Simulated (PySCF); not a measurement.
SMILES COc1ccsc1-c1ccsc1 (GFN2-xTB optimised geometry):

```
20

C      3.445     0.613     0.020
O      2.056     0.841     0.015
C      1.245    -0.254     0.010
C      1.663    -1.608     0.011
C      0.619    -2.478     0.003
S     -0.895    -1.677    -0.006
C     -0.129    -0.116     0.001
C     -0.920     1.086     0.000
C     -2.347     1.086     0.000
C     -2.873     2.331     0.000
S     -1.655     3.548    -0.001
C     -0.419     2.359     0.000
H      3.765     0.064    -0.872
H      3.906     1.600     0.018
H      3.760     0.069     0.916
H      2.689    -1.928     0.017
H      0.652    -3.548     0.002
H     -2.933     0.184     0.000
H     -3.906     2.619     0.000
H      0.608     2.659    -0.001
```

Calculation: PBE0/def2-SVP in PySCF.

**Question.** What are the frontier orbital energies and the dipole moment?

**Answer.** HOMO-2 -6.91 eV, HOMO-1 -6.86 eV, HOMO -5.61 eV, LUMO -0.76 eV, LUMO+1 0.12 eV; dipole moment 2.36 D.

Meta-Löwdin charges at PBE0/def2-SVP: C1 -0.08, O2 -0.34, C3 0.17, C4 -0.18, C5 -0.23, S6 0.25, C7 -0.15, C8 -0.02, C9 -0.14, C10 -0.24, S11 0.26, C12 -0.25, H13 0.10, H14 0.12, H15 0.10, H16 0.12, H17 0.13, H18 0.12, H19 0.13, H20 0.14.
